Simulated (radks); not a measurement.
C2+, 4 electrons, occupied as [He] 2s2 (the NIST ground configuration).

All-electron calculation, Dirac Kohn-Sham, PBE, spin-unpolarised, spherical densities, finite nucleus; Fermi nuclear charge, rms radius 2.4702 fm. Program: a radial shooting solver on a logarithmic mesh with Libxc functionals.

Energy parts (eV):
part                     energy
total                  -992.616
kinetic                 991.225
electron-nucleus      -2192.816
Hartree                 327.709
exchange-correlation   -118.733

Orbitals (lengths in bohr, moments of r in powers of bohr; r(90%) holds 90 % of the orbital's charge):
1s1/2: occ. 2; eigenvalue (eV) -308.5377; r(90%) 0.485; small-component weight 4.25e-04
2s1/2: occ. 2; eigenvalue (eV) -40.3784; r(90%) 2.11; small-component weight 5.91e-05

The highest occupied level is 2s1/2 at -40.378 eV. Summed over all electrons, <r^2> = 4.566 bohr^2, which gives a Langevin (diamagnetic) susceptibility term of -3.62 x 10^-6 cm^3/mol. For comparison, the ionisation energy in NIST's Atomic Spectra Database is 47.888 eV (measured). In exact Kohn-Sham theory the highest level is minus the ionisation energy, but local and semilocal functionals leave it too shallow, through self-interaction and a potential that decays too fast; potentials with the right tail come closer. The electron density at the nucleus is 132.8 e/bohr^3.
